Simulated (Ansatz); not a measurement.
Ligand exchange: C2HCl5 + SiH3(CH3) → C2H2Cl4 + SiH2(CH3)Cl

Species: C2HCl5 `ClC(Cl)C(Cl)(Cl)Cl`, singlet; SiH3(CH3) (methylsilane), singlet; C2H2Cl4 `ClC(Cl)C(Cl)Cl`, singlet; SiH2(CH3)Cl ((chlorosilyl)methane), singlet. The partners trade Cl for H: C–Cl and Si–H bonds give way to C–H and Si–Cl.

Shapes, held fixed at every level: PBE0-D4/def2-TZVP. Flexible molecules stand in one conformer, not always the lowest. Programs: Ansatz 0.2.0. The zero-point and thermal change to 298 K, harmonic and unscaled (PBE0-D4/def2-TZVP), is +11.1 kJ/mol.

```json
{"level": "HF/def2-TZVPP", "kind": "Hartree–Fock", "ΔH(298 K) (kJ/mol)": "-213.6", "less CCSD(T)/CBS estimate": "-33.3"}
{"level": "B3LYP-D4/def2-TZVPP", "kind": "global hybrid", "ΔH(298 K) (kJ/mol)": "-179.7", "less CCSD(T)/CBS estimate": "+0.6"}
{"level": "BHLYP-D4/def2-TZVPP", "kind": "global hybrid", "ΔH(298 K) (kJ/mol)": "-191.4", "less CCSD(T)/CBS estimate": "-11.1"}
{"level": "MP2/def2-SVP", "kind": "perturbation theory", "ΔH(298 K) (kJ/mol)": "-162.8", "less CCSD(T)/CBS estimate": "+17.5"}
{"level": "MP2/def2-TZVPP", "kind": "perturbation theory", "ΔH(298 K) (kJ/mol)": "-177.1", "less CCSD(T)/CBS estimate": "+3.2"}
{"level": "CCSD(T)/def2-SVP", "kind": "coupled cluster or CI", "ΔH(298 K) (kJ/mol)": "-163.4", "less CCSD(T)/CBS estimate": "+16.9"}
{"level": "CCSD(T)/CBS estimate", "kind": "coupled cluster or CI", "ΔH(298 K) (kJ/mol)": "-180.3", "less CCSD(T)/CBS estimate": "0.0"}
```

The highest level, CCSD(T)/CBS estimate, gives ΔH(298 K) = -180.3 kJ/mol; the levels span -213.6 to -162.8. The column of differences is taken from that level and isn't an error. No measured value is set beside it here. The CBS estimate extrapolates MP2 from def2-TZVPP and def2-QZVPP and adds CCSD(T) − MP2 in the triple-zeta set, cores frozen.
